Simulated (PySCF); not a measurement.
From computed data to an observable: refractive index and permittivity of the vapour

Si(OSiH3)2(NHSiH3)(Cl) (ClH₁₀NO₂Si₄), SMILES [Si](O[SiH3])(Cl)(N[SiH3])O[SiH3].

Coordinates come from a r2SCAN-D4/def2-SVP optimisation. The values are those of a single conformer.

PBE/def2-SVP (PySCF) gives a mean static polarisability of 111.3 bohr³ and a dipole moment of 0.74 D. Take an ideal gas at 298.15 K and 0.01 bar, whether or not the substance is that volatile.

Q: Work out n − 1 in the optical limit and the static ε − 1.

A: 
Polarisability volume α' = 111.3 × 0.148185 = 16.49 Å³. Number density N = p/kT = 2.43e-7 Å⁻³.
Dilute limit of Lorentz–Lorenz: n − 1 = 2π N α' = 2.5e-5.
Orientation term of Debye: μ²/(3kT) = 8.098 Å³ × μ²(D²) = 4.43 Å³.
ε − 1 = 4π N (α' + μ²/3kT) = 6.4e-5. Orientation of the dipole supplies 21 % of the static response; it can't follow optical fields. Vibrational polarisation and dispersion are left out.
